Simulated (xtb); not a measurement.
C₂H₅Si, SMILES [CH2][Si]C (connectivity only; charge and spin as stated), charge +1, multiplicity 1. All values are semi-empirical tight-binding results from xtb (GFN2-xTB unless named), good for trends rather than for accurate numbers. The structure is a stationary point at GFN2-xTB. The multiplicity is an assumed one; other spin states were not compared. The isomer is the one that the SMILES or the coordinates give; other isomers of the formula were not compared.

A frequency run showed that this geometry is not a minimum.

Computed properties:
The orbital gap is 2.66 eV and the static polarisability (D4 model) is 53.7 bohr³. The solvation energy, GFN2-xTB/ALPB(water) comes out as -53.5 kcal/mol and the solvation energy, GFN2-xTB/ALPB(chcl3) is -46.9 kcal/mol.
